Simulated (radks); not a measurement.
Question: The ruthenium ion Ru35+, configuration [He] 2s2 2p5 (the NIST ground configuration). All-electron calculation, scalar-relativistic Kohn-Sham, PBEsol, spin-polarised, spherical densities, finite nucleus; open shells are filled with parallel spins first (spin-orbit coupling, left out, can overturn this in heavy ions); Fermi nuclear charge, rms radius 4.4809 fm. Program: a radial shooting solver on a logarithmic mesh with Libxc functionals. Some entries of the table are withheld. Estimate them.

| orbital | occ. | eigenvalue (eV) | r(max) (bohr) | <1/r> (bohr^-1) |
|---|---|---|---|---|
| 1s up | 1 | -24166.94 | 0.02172 | (1) |
| 1s down | 1 | -24158.48 | 0.02171 | (2) |
| 2s up | 1 | -5193.472 | 0.1211 | 10.68 |
| 2s down | 1 | -5180.751 | 0.1211 | 10.67 |
| 2p up | 3 | (3) | 0.09626 | (4) |
| 2p down | 2 | (5) | 0.09636 | (6) |

Answer: 
(1) 1s up <1/r> (bohr^-1): 45.89
(2) 1s down <1/r> (bohr^-1): 45.91
(3) 2p up eigenvalue (eV): -4904.151
(4) 2p up <1/r> (bohr^-1): 10.34
(5) 2p down eigenvalue (eV): -4888.697
(6) 2p down <1/r> (bohr^-1): 10.33
